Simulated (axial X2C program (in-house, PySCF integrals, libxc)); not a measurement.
## Ω levels of ErN⁺ from open-shell CI on f10 s0

Calculated with an axial X2C code built on PySCF integrals: two-component X2C with atomic mean-field Coulomb and Gaunt terms, basis Er dyall-v2z, N dyall-v2z (cores contracted in-house). Orbitals come from Hartree–Fock averaged over the configuration Er f10 s0; CI then distributes these electrons over the f, s shells of Er.

R = 1.624 Å (near the minimum of the configuration average).

Active spinors (ω > 0):

```
shell    ω  ε (eV)                    character
    f  5/2  -25.12                    100% Er f
    f  3/2  -24.69                     99% Er f
    f  7/2  -23.98                    100% Er f
    f  5/2  -23.76                    100% Er f
    f  1/2  -23.14    91% Er f, 4% Er d, 4% N p
    f  3/2  -22.82            94% Er f, 3% Er d
    f  1/2  -21.08   75% Er f, 14% Er d, 8% N p
    s  1/2   -5.84  77% Er s, 15% Er p, 5% Er d
```

Lowest levels of this model:

| Ω | energy (cm⁻¹) | g∥ | configuration |
| --- | --- | --- | --- |
| 8 | 0 | 19.90 | 100% f10 |
| 7 | 1905 | 16.79 | 100% f10 |
| 6 | 3196 | 14.35 | 100% f10 |
| 4 | 3471 | 9.92 | 100% f10 |
| 5 | 3502 | 12.32 | 100% f10 |
| 3 | 3552 | 7.32 | 100% f10 |
| 2 | 3755 | 4.76 | 100% f10 |
| 1 | 3964 | 2.33 | 100% f10 |
| 0 | 4052 | 0.00 | 100% f10 |
| 7 | 6588 | 17.05 | 100% f10 |
| 6 | 7393 | 13.41 | 100% f10 |
| 5 | 8441 | 10.66 | 100% f10 |
| 4 | 9246 | 9.05 | 100% f10 |
| 3 | 9481 | 6.97 | 100% f10 |
| 2 | 9504 | 4.59 | 100% f10 |
| 1 | 9526 | 2.19 | 100% f10 |
| 0 | 9557 | 0.00 | 100% f10 |
| 5 | 11249 | 10.17 | 100% f10 |
| 6 | 11336 | 14.09 | 100% f10 |
| 4 | 12396 | 6.75 | 100% f10 |
| 0 | 13476 | 0.00 | 100% f10 |
| 1 | 13559 | 2.07 | 100% f10 |
| 3 | 13560 | 6.14 | 100% f10 |
| 2 | 13661 | 4.29 | 100% f10 |
| 4 | 14406 | 7.07 | 100% f10 |
| 5 | 14859 | 10.83 | 100% f10 |
| 3 | 16154 | 5.52 | 100% f10 |
| 1 | 16638 | 1.56 | 100% f10 |
| 0 | 16656 | 0.00 | 100% f10 |
| 2 | 16729 | 3.62 | 100% f10 |

g∥ is the magnitude of 2⟨Lz + ge Sz⟩ for the +Ω component.

From Ω and g∥ of the lowest level, whose 2⟨Lz + ge Sz⟩ is positive, find ⟨Sz⟩ and ⟨Lz⟩ (ge = 2.0023).

Ω = ⟨Lz⟩ + ⟨Sz⟩ = 8 and ⟨Lz⟩ + ge⟨Sz⟩ = 9.950, so ⟨Sz⟩ = 1.95 and ⟨Lz⟩ = 6.05.

Occupations of the active spinors in the lowest level by ω, shell by shell in order of energy: -7/2: 0.00; -5/2: 0.95 0.05; -3/2: 0.98 0.02; -1/2: 0.99 0.01 0.00; 1/2: 1.00 1.00 0.00; 3/2: 1.00 1.00; 5/2: 1.00 1.00; 7/2: 1.00. The leading determinant has weight 0.92 among 106.

This point took 0.99 s on 1 thread of Arm Neoverse V2, with other jobs on the host.

Dynamic correlation is missing, so gaps between terms are too wide and other configurations may lie lower; the lowest level listed is that of this model, not necessarily the ground state. At most 4 roots were kept for each Ω > 0 (twice that for Ω = 0) within 2.2 eV of the lowest, so higher up levels can be missing between those listed; levels with Ω > 0 are doubly degenerate and listed once, Ω = 0 levels singly. Some active spinors are only partly of the character that their shell is named for, so the shell names and counts are nominal. States that fill the shells left empty in the average are placed too high. Along the bond the averaged SCF switches between close solutions, so this one may not be the lowest.
